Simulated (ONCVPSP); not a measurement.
Co (Z = 27), ONCV: configuration errors across variants

ONCVPSP 4.0.1 input, shortened (lines: element, Z, core and valence counts, functional; n l f; lmax; l rc ep ncon nbas qcut; lloc lpopt rc5 dvloc0; l nproj debl; icmod fcfact rcfact), revPBE, scalar-relativistic:

```
  Co 27.00    4    3  -102130      upf
    1    0    2.00
    2    0    2.00
    2    1    6.00
    3    0    2.00
    3    1    6.00
    3    2    7.00
    4    0    2.00
    2
    0    2.55    0.00    4    7    3.30
    1    1.30    0.00    4    8   12.90
    2    0.85    0.00    4    8   11.20
    4    3    0.75    1.00
    0    2    2.60
    1    2    2.40
    2    2    1.60
    3    5.75    1.45
```

In the p channel the program set the typed energies aside and used -2.412, 0.250 Ha.

All-electron excitation energies from the reference (eV): (1) 3p6 3d7 4s1 8.934; (2) 3p6 3d7 4s0 25.553; (3) 3p6 3d6 4s0 61.310; (4) 3p6 3d7 4s0 4p1 14.267.

2 further variants failed, have other tests or too few solved ones, and are left out.

A true bound ghost makes a file unfit for plane-wave use even where its test errors are small: the radial tests pick states by their node count and pass the ghost by.

Errors AE − PS in meV (a dash: test not solved or not reliable):

```
     change   (1)  (2)  (3)  (4)  bound ghosts  GHOST(+) flags above zero
       base  -7.3  -38  +62  -35             s                       none
s: qcut 2.5  -6.7  -39  -36  -36             s                       none
s: qcut 3.1  -7.2  -38  +43  -36             s                       none
s: qcut 3.7  -7.5  -38  +92  -35             s                       none
```

**Question.** Give the same row for: s: qcut 2.

**Answer.** -6.1, -40, -113, -38; bound ghosts: s; GHOST(+) flags above zero: none.
